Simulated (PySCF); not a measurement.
**Stationary points of Au₂S**

All numbers come from PySCF, PBE0, basis S def2-TZVP, Au def2-TZVP with ECP60 (scalar-relativistic core potentials, no spin–orbit coupling, density fitting).

Relaxations began from a few typed shapes. The search is not exhaustive: other isomers or separated fragments can lie lower, and high-lying points may rest on an excited occupation.

Q: Order these stationary points by electronic energy, lowest first, in kJ/mol from the lowest minimum.
A. singlet C2v: S–Au 2.232 Å (×2); Au–S–Au 91.5°
B. singlet D∞h: S–Au 2.217 Å (×2); Au–S–Au 180.0°

A: A (0.0), B (177.4).

Q: Which of them are minima?

A: By energy in kJ/mol, 0.0: minimum; 177.4: saddle point, 2 imaginary modes.

For the lowest minimum: no spin–orbit coupling is included, which matters more the heavier the element.
